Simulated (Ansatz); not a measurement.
`FC[S][SnH3]` and `CBSCF` differ in one atom or group.

Ansatz, PBE0-D4/def2-TZVP geometries, multiplicity 1. Each molecule was computed in one conformer, which needn't be the lowest.

Elements past krypton have def2 core potentials.

```csv
property,`FC[S][SnH3]`
HOMO energy (PBE0/def2-TZVPP) / eV,-7.26
HOMO energy (PBE/def2-TZVPP) / eV,-6.05
HOMO–LUMO gap (ωB97M-V/def2-TZVPP) / eV,10.43
HOMO energy (B3LYP/def2-TZVPP) / eV,-7.03
LUMO energy (PBE/def2-TZVPP) / eV,-1.43
LUMO energy (B3LYP/def2-TZVPP) / eV,-0.87
```

Q: What does the change do to each property? (Best estimate.)

A: Ansatz gave: 
```json
{"property": "HOMO energy (PBE0/def2-TZVPP) / eV", "`CBSCF`": "-8.13", "shift": "-0.87"}
{"property": "HOMO energy (PBE/def2-TZVPP) / eV", "`CBSCF`": "-6.96", "shift": "-0.91"}
{"property": "HOMO–LUMO gap (ωB97M-V/def2-TZVPP) / eV", "`CBSCF`": "11.36", "shift": "0.93"}
{"property": "HOMO energy (B3LYP/def2-TZVPP) / eV", "`CBSCF`": "-7.88", "shift": "-0.85"}
{"property": "LUMO energy (PBE/def2-TZVPP) / eV", "`CBSCF`": "-1.87", "shift": "-0.44"}
{"property": "LUMO energy (B3LYP/def2-TZVPP) / eV", "`CBSCF`": "-1.12", "shift": "-0.25"}
```

With PBE0 the HOMO falls by 0.87 eV and the LUMO falls by 0.32 eV, so the gap widens by about 0.55 eV. PBE moves the HOMO by -0.91 eV and ωB97M-V by -0.86 eV.

B3LYP here is the variant with VWN-RPA as its local correlation; programs differ in this.
